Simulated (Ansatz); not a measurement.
Consider the ligand exchange at a Ti–Cl bond: `[OH][Ti]([F])([SH])[Cl]` + H–F → `[OH][Ti]([F])([F])[SH]` + HCl.

Computed with Ansatz on PBE0-D4/def2-TZVP structures; ΔE is electronic, products minus reactants. CCSD(T)/CBS is the MP2 limit (def2-TZVPP, def2-QZVPP) plus CCSD(T) − MP2 in def2-TZVPP, frozen cores. This one scheme is used for every species. DFT in def2-TZVPP. B3LYP here is the variant with VWN-RPA as its local correlation; programs differ in this. For Ti outer-core shells are correlated without core-valence functions, which leaves a few kJ/mol of doubt a bond. Scalar relativity is left out up to krypton. Each species was taken in one conformer, which may not be the lowest.

Is it downhill or uphill in electronic energy at CCSD(T)/CBS, and by how much? (An estimate is asked.)

Ansatz gave: Downhill: ΔE = -7.6 kJ/mol.

What do these levels give: PBE0-D4, B3LYP-D4, ωB97M-V, r2SCAN, B3LYP, HF/def2-TZVPP, MP2/def2-TZVPP, SCS-MP2/def2-TZVPP, CCSD/def2-TZVPP, MP2/def2-QZVPP, HF/CBS(def2), MP2/CBS(def2)? (An estimate is asked.)

Ansatz gave: PBE0-D4 -14.2, B3LYP-D4 -18.3, ωB97M-V -21.9, r2SCAN -20.8, B3LYP -24.4, HF/def2-TZVPP -26.1, MP2/def2-TZVPP -3.2, SCS-MP2/def2-TZVPP -11.9, CCSD/def2-TZVPP -20.4, MP2/def2-QZVPP 0.4, HF/CBS(def2) -26.7, MP2/CBS(def2) 3.5 kJ/mol.

Largest T1 diagnostic among the species: 0.025, so the coupled-cluster value is less sure than usual.

The D4 term adds +6.1 kJ/mol with B3LYP and +3.3 kJ/mol with PBE0; it sums over pairs of atoms, weighted by their polarisabilities, and B3LYP, whose exchange is more repulsive, gets the larger term. In def2-TZVPP, CCSD(T) changes the Hartree–Fock value by +11.9 kJ/mol (the triples alone add +6.1 kJ/mol) and MP2 by +22.9 kJ/mol.
